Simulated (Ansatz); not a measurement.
Consider the ligand exchange at the Si–F bond: `N[SiH2][SiH](N)F` + HCl → `N[SiH2][SiH](N)Cl` + H–F.

Computed with Ansatz on PBE0-D4/def2-TZVP structures; ΔE is electronic, products minus reactants. CCSD(T)/CBS adds triple-zeta CCSD(T) − MP2 to the extrapolated MP2 energy (def2 sets, frozen cores). This one scheme is used for every species. DFT in def2-TZVPP. Each species was taken in one conformer, which may not be the lowest.

```tsv
level	ΔE (kcal/mol)
PBE-D4	6.7
r2SCAN-D4	8.5
HF/def2-TZVPP	11.6
CCSD(T)/def2-TZVPP	8.9
```

**Question.** What does CCSD(T)/CBS give? (Best estimate.)

**Answer.** Ansatz gave: +7.9 kcal/mol. The listed levels differ from it by -1.2, 0.6, 3.7, 1.0 kcal/mol.

Largest T1 diagnostic among the species: 0.011.

In def2-TZVPP, CCSD(T) changes the Hartree–Fock value by −2.6 kcal/mol (the triples alone add −0.6 kcal/mol) and MP2 by −4.2 kcal/mol. The D4 term adds −1.9 kcal/mol with B3LYP and −1.0 kcal/mol with PBE0; it sums over pairs of atoms, weighted by their polarisabilities, and B3LYP, whose exchange is more repulsive, gets the larger term.

CCSD(T)/CBS has its own doubt, a few kJ/mol and more with outer-core shells, so smaller differences from it don't rank the levels.

B3LYP here is the variant with VWN-RPA as its local correlation; programs differ in this.
